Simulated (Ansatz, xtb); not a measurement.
**Relative energy of two isomers of C5H10O3**

Structure I is `COC(=O)OC(C)C`, a singlet and structure II is `CCOCOC(C)=O`, a singlet. Both are isolated molecules in the gas phase, relaxed with B3LYP/def2-SVP; the shapes shown needn't be the lowest conformers.

I (Å):

| atom | x (Å) | y (Å) | z (Å) |
| --- | --- | --- | --- |
| C | -1.3383 | 0.5956 | 1.4756 |
| C | 0.2519 | 0.1993 | -0.1940 |
| C | 1.8887 | 0.0278 | -1.9118 |
| C | 3.1381 | 0.8401 | -2.2128 |
| C | 1.0714 | -0.3224 | -3.1492 |
| O | -0.3971 | 1.1121 | 0.5382 |
| O | 0.0968 | -0.9956 | -0.1146 |
| O | 1.0899 | 0.8378 | -1.0114 |
| H | -1.7707 | 1.4674 | 1.9824 |
| H | -2.1285 | 0.0225 | 0.9668 |
| H | -0.8461 | -0.0629 | 2.2076 |
| H | 2.1514 | -0.8981 | -1.3763 |
| H | 3.6816 | 1.0783 | -1.2862 |
| H | 2.8774 | 1.7864 | -2.7128 |
| H | 3.8100 | 0.2717 | -2.8741 |
| H | 0.1849 | -0.9115 | -2.8734 |
| H | 0.7464 | 0.5914 | -3.6720 |
| H | 1.6761 | -0.9241 | -3.8460 |

II (Å):

```yaml
atoms:
  - { symbol: C, position_ang: [2.0868, -0.7485, -1.4083] }
  - { symbol: C, position_ang: [1.5025, 0.1344, -0.3237] }
  - { symbol: C, position_ang: [-0.0016, 0.0131, 1.4934] }
  - { symbol: C, position_ang: [-1.5345, 1.7671, 1.9553] }
  - { symbol: C, position_ang: [-2.4559, 2.7867, 1.3312] }
  - { symbol: O, position_ang: [0.5564, -0.6262, 0.4191] }
  - { symbol: O, position_ang: [-0.9110, 1.0290, 1.0165] }
  - { symbol: O, position_ang: [-1.3620, 1.6071, 3.1394] }
  - { symbol: H, position_ang: [2.5828, -1.6281, -0.9697] }
  - { symbol: H, position_ang: [2.8266, -0.1888, -2.0015] }
  - { symbol: H, position_ang: [1.2947, -1.1038, -2.0853] }
  - { symbol: H, position_ang: [1.0099, 1.0210, -0.7621] }
  - { symbol: H, position_ang: [2.2965, 0.5022, 0.3578] }
  - { symbol: H, position_ang: [-0.5669, -0.7251, 2.0818] }
  - { symbol: H, position_ang: [0.7480, 0.5040, 2.1438] }
  - { symbol: H, position_ang: [-1.8869, 3.4515, 0.6631] }
  - { symbol: H, position_ang: [-3.2138, 2.2789, 0.7149] }
  - { symbol: H, position_ang: [-2.9432, 3.3725, 2.1196] }
```

Quicker runs give these differences E(II) − E(I): GFN2-xTB +16.8 kcal/mol; HF/STO-3G +8.9 kcal/mol (at GFN2-xTB geometries); r2SCAN-D4/def2-SVP +12.4 kcal/mol (at GFN2-xTB geometries).

Q: Estimate E(II) − E(I) at the level CCSD(T)/def2-SVP + ΔMP2/def2-TZVPP.

A: Calculated at CCSD(T)/def2-SVP + ΔMP2/def2-TZVPP: E(II) − E(I) = +10.8 kcal/mol, so structure I lies lower.

How the difference moves with the method:

```tsv
level	geometry	E(II) − E(I) (kcal/mol)	departure from the last row (kcal/mol)	job, with rough time for the two
GFN2-xTB	GFN2-xTB	+16.8	+6.1	optimisation, 0.15 s
HF/STO-3G	GFN2-xTB	+8.9	−1.9	single point, 0.46 s
r2SCAN-D4/def2-SVP	GFN2-xTB	+12.4	+1.7	single point, 4.9 s
B3LYP/def2-SVP	B3LYP/def2-SVP	+10.7	−0.1	optimisation, 63 s
HF/def2-SVP	B3LYP/def2-SVP	+11.3	+0.5	part of the CCSD(T) run
MP2/def2-SVP	B3LYP/def2-SVP	+13.3	+2.5	part of the CCSD(T) run
CCSD(T)/def2-SVP	B3LYP/def2-SVP	+12.3	+1.5	single point
CCSD(T)/def2-SVP + ΔMP2/def2-TZVPP	B3LYP/def2-SVP	+10.8		single point, 3.4 min
```

As drawn, both hold the same kinds of bond in the same numbers. Structure I has 3 methyl groups, II 2.

The levels shown agree on the order. The largest departure from CCSD(T)/def2-SVP + ΔMP2/def2-TZVPP is that of GFN2-xTB, 6.1 kcal/mol. The last row adds to CCSD(T) the change of the MP2 difference between the two basis sets, here −1.5 kcal/mol.

With thermal terms from frequencies at re-optimised GFN2-xTB minima (ideal gas, soft modes damped towards free rotors, one conformer each, 298.15 K, 1 atm): the zero-point term adds −0.4 kcal/mol; ΔH is +10.3 and ΔG +10.0 kcal/mol.

The correlated steps freeze 8 core orbitals. Programs: Ansatz 0.2.0, xtb 6.7.1; the last row on 4 threads of Arm Neoverse V1 on a shared host.
